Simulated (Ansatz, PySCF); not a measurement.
The pair A = C2H5Ga (SMILES C=[CH][GaH2]) (first 8 atoms), B = H2O (SMILES O); geometry from B3LYP-D3(BJ)/def2-TZVP.
(charge 0, multiplicity 1):
```xyz
11

C     -2.0977     0.7257     0.8404
C     -0.8006     0.9683     0.6376
Ga     0.5859    -0.4482     0.7871
H     -2.4674    -0.2756     1.0477
H     -2.8590     1.5010     0.7912
H     -0.5226     1.9977     0.4158
H      0.0433    -1.9338     0.8070
H      2.0895    -0.1358     0.4633
O      0.5946    -0.2244     3.0211
H     -0.2289     0.2692     3.1475
H      0.4816    -1.0755     3.4624
```

Correlated levels freeze the cores. Filled d and f shells under p-block atoms count as core. CBS(a, b) extrapolates the correlation energy as X⁻³ and adds the Hartree–Fock energy of set b. MP2 and its Hartree–Fock in aug-cc-pVTZ are density fitted.

Programs: Ansatz (a quantum-chemistry and plane-wave program) with Gaussian orbitals; PySCF for the dispersion terms. 

The monomers are drawn apart, rigid, along the line of their centres of mass. Counterpoise-corrected interaction energies (kcal/mol):

```json
[
 {"level": "PBE/def2-TZVPPD", "R = 3.243 Å": "-5.4009", "R = 4.141 Å": "-1.7235"},
 {"level": "PBE-D3(BJ)/def2-TZVPPD", "R = 3.243 Å": "-6.1976", "R = 4.141 Å": "-2.0747"},
 {"level": "wB97M-V/def2-TZVPPD", "R = 3.243 Å": "-6.3416", "R = 4.141 Å": "-2.0637"},
 {"level": "MP2/CBS(aug-cc-pVDZ, aug-cc-pVTZ) + ΔCCSD(T)/aug-cc-pVDZ", "R = 3.243 Å": "-6.3204", "R = 4.141 Å": "-2.1621"}
]
```

Q: R is the distance of the centres of mass. Find the local exponent m of E ∝ R⁻ᵐ between the two points.

A: 
m = ln(E₁/E₂)/ln(R₂/R₁): PBE/def2-TZVPPD 4.7; PBE-D3(BJ)/def2-TZVPPD 4.5; wB97M-V/def2-TZVPPD 4.6; MP2/CBS(aug-cc-pVDZ, aug-cc-pVTZ) + ΔCCSD(T)/aug-cc-pVDZ 4.4. For scale, two fixed dipoles give m = 3, dipole and quadrupole 4, quadrupoles 5, and dispersion or dipole-induced dipole 6 at long range; at these distances several terms mix, and what is left of overlap and damping shifts m, so it need not match one of them.
